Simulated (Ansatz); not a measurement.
Abridged output of a molecular run in Ansatz:

```
Functional definition: HF
1415 factors; integrals over basis functions are off by at most 1.3e-3 eV
mean field evaluation 1: about -11169.9758 eV, gradient 3.1e1 eV
mean field evaluation 2: about -11170.1836 eV, gradient 3.1e1 eV
mean field evaluation 4: about -11173.1115 eV, gradient 3.6e0 eV
mean field evaluation 8: about -11173.1631 eV, gradient 2.7e-1 eV
mean field -11173.16375363 eV, -410.6061945036 hartree, gradient 2.7e-6 eV, S^2 0.000000; 0 other end points of the search recorded, 0 dependent functions left out
8 core orbitals not correlated: weight in the atoms' cores, before any rotation towards them, 1.000 or more for the frozen orbitals, at most 0.000 for the correlated occupied ones
reference -11173.16375363 eV, -410.6061945036 hartree; 12, 12 occupied and 227, 227 virtual orbitals, 1415 factors
second order -17.23995370 eV of doubles, -0.00000000 eV of singles
cycle   1  -18.02358036 eV  change   -7.8e-1 eV  update   1.0e-1
cycle   2  -18.52205868 eV  change   -5.0e-1 eV  update   3.1e-2
cycle   3  -18.63502086 eV  change   -1.1e-1 eV  update   1.8e-2
cycle   4  -18.62453132 eV  change    1.0e-2 eV  update   5.6e-3
cycle   5  -18.62263660 eV  change    1.9e-3 eV  update   2.5e-3
cycle   6  -18.62260911 eV  change    2.7e-5 eV  update   7.7e-4
cycle   7  -18.62233959 eV  change    2.7e-4 eV  update   3.6e-4
cycle   8  -18.62237062 eV  change   -3.1e-5 eV  update   1.5e-4
cycle   9  -18.62241176 eV  change   -4.1e-5 eV  update   6.3e-5
cycle  10  -18.62238163 eV  change    3.0e-5 eV  update   2.6e-5
cycle  11  -18.62239212 eV  change   -1.0e-5 eV  update   9.4e-6
perturbative correction -0.77336108 eV, -0.0284204955 hartree
Total energy: -11192.55950683 eV, -411.3189752866 hartree
```

Its atoms:

```xyz
12

B     0.898    0.582    0.288
C     0.094    0.439   -0.981
N     0.165   -0.553   -1.850
Si   -0.613   -0.150    1.476
H     0.970    1.707    0.719
H     1.825   -0.181    0.436
H    -0.695    1.152   -1.226
H    -0.508   -0.682   -2.587
H     0.864   -1.269   -1.728
H    -0.159   -0.073    2.892
H    -0.943   -1.577    1.179
H    -1.898    0.606    1.381
```

Problem. Which basis set was used?
A. cc-pV(D+d)Z
B. cc-pV(Q+d)Z
C. def2-SVPD
D. def2-TZVPP

Solution. D. It gives 247 functions.

Problem. Write the keys of the input that set method, charge and spin (a neutral closed shell needs none for the last two).

Solution. 
```yaml
correlation: {method: ccsd_t}
```
